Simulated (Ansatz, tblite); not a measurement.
Isomers of MoO₃⁺ (doublet), found by a short tight-binding search and relaxed with B3LYP-D4/def2-TZVP in Ansatz.

In the def2 sets Mo takes a core potential; there is no spin–orbit coupling. The xTB rows come from tblite. Correlated methods freeze 3 core orbitals; core or outer-core shells of Mo are correlated, in sets that lack core-valence functions.

Run but left out: HF/def2-TZVP (A: ⟨S²⟩ 1.49, where a pure state has 0.75); HF/def2-TZVPP, MP2/def2-TZVPP, CCSD/def2-TZVPP, CCSD(T)/def2-TZVPP (flagged by the program: large difference).

A: It holds 1 O–O bond. B: At B2PLYP/def2-TZVP the charge 1 doublet is spin-contaminated (final ⟨S²⟩ up to 0.85, 0.75 for a pure state).

Other spin states were run for one of them alone.

A:

Cartesian coordinates in Å:
```
Mo -0.337 0.422 -0.557
O 0.314 0.453 1.196
O 1.288 0.007 0.268
O -1.265 -0.882 -0.907
```

B:

```xyz
4

Mo    0.032   -0.126    0.497
O     0.899    1.264    0.192
O     0.619   -1.324   -0.765
O    -1.550    0.187    0.076
```

Question: Estimate which lies lowest at each level, and how far above it the others are (eV).

Answer: 
```
              level     A     B
           GFN1-xTB  1.20  0.00
           GFN2-xTB  0.00  0.39
   PBE-D4/def2-TZVP  1.07  0.00
r2SCAN-D4/def2-TZVP  1.16  0.00
  PBE0-D4/def2-TZVP  0.88  0.00
   B2PLYP/def2-TZVP  1.15  0.00
```
Point groups (tolerance 0.1 Å): A Cs, B Cs. Lower isomers may exist.
